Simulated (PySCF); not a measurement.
H₃BO₂S, SMILES `OB(O)S`, neutral singlet in the gas phase. 

Z-matrix (Å, degrees):
```
B
O 1 1.3766
H 2 0.9705 1 114.87
O 1 1.3784 2 126.00 3 0.00
H 4 0.9714 1 114.52 2 0.00
S 1 1.8292 2 115.36 3 -180.00
H 6 1.3523 1 94.16 2 180.00
```
Charge 0, spin multiplicity 1.

All levels are single points at this geometry (PBE-D3(BJ)/def2-TZVP); Pople sets use spherical d functions. Orbital energies aren't observables, and empty levels follow the basis.

```
level                          HOMO (eV)  LUMO (eV)  gap (eV)  dipole (D)  vertical IE, Delta-SCF (eV)
-----------------------------  ---------  ---------  --------  ----------  ---------------------------
PBE-D3(BJ)/def2-TZVP in PySCF      -6.12      -0.86      5.26        3.32                         9.68
B3LYP/6-31G* in PySCF              -6.87       0.78      7.65        3.86                         9.68
B3LYP/LANL2DZ in PySCF             -7.10       0.18      7.28        4.35                            –
BP86/6-31G* in PySCF               -5.96       0.19      6.16        3.87                            –
PBE/6-31G* in PySCF                -5.86       0.15      6.01        3.85                         9.51
HF/6-31G* in PySCF                -10.12       4.71     14.83        4.08                         8.81
```
